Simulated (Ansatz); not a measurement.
`[SiH3][SiH2]BCl` + `BNC=C` → `BN([SiH3])C=C` + `[SiH3]BCl` at 500 K and 1 bar (cleavage of the Si–Si bond).

Gas-phase electronic energies from Ansatz, PBE0-D4/def2-TZVP geometries. CCSD(T)/CBS adds triple-zeta CCSD(T) − MP2 to the extrapolated MP2 energy (def2 sets, frozen cores). This one scheme is used for every species. One conformer a species, not always the lowest.

```tsv
species	CCSD(T)/CBS energy (Eh)	H − E (kJ/mol)	S (J/(mol·K))
`[SiH3][SiH2]BCl`	-1066.34562	194.7	436.7
`BNC=C`	-159.21916	249.9	334.7
`BN([SiH3])C=C`	-449.51164	303.2	404.4
`[SiH3]BCl`	-776.06195	133.4	356.8
```

H − E and S are ideal-gas, rigid-rotor, harmonic terms from PBE0-D4/def2-TZVP, for one conformer and one mirror image of each species. 1 Eh = 2625.50 kJ/mol, R = 8.31446 J/(mol·K).

Problem. By hand: ΔE, ΔH, ΔS and ΔG.

Solution. ΔE = (-449.51164) + (-776.06195) − (-1066.34562) − (-159.21916) = -0.00881 Eh = -23.1 kJ/mol. Δ(H − E) = 303.2 + 133.4 − 194.7 − 249.9 = -8.0, so ΔH = -31.1 kJ/mol. ΔS = 404.4 + 356.8 − 436.7 − 334.7 = -10.2 J/(mol·K). ΔG = -31.1 − 500 × (-10.2)/1000 = -26.0 kJ/mol.

Problem. By hand: the equilibrium constant, and the temperature at which ΔG would vanish if ΔH and ΔS stayed fixed.

Solution. log₁₀ K = −ΔG/(RT ln 10) = 2.7. ΔG = 0 at ΔH/ΔS = 3049 K, far beyond where these terms or the molecules hold.

The number of gas molecules stays the same, so ΔS is small and ΔH decides. A doubt of 5 kJ/mol in ΔE shifts log₁₀ K by 0.5 here. Other conformers and mirror images would add mixing entropy, several J/(mol·K) or more a flexible species. Modes under 60 cm⁻¹, often nearly free rotors, make the harmonic entropy too high. These are equilibria of isolated gas molecules and say nothing of rates. Largest T1 diagnostic: 0.014 (customary marks: 0.02 for closed shells, 0.045 for open ones).
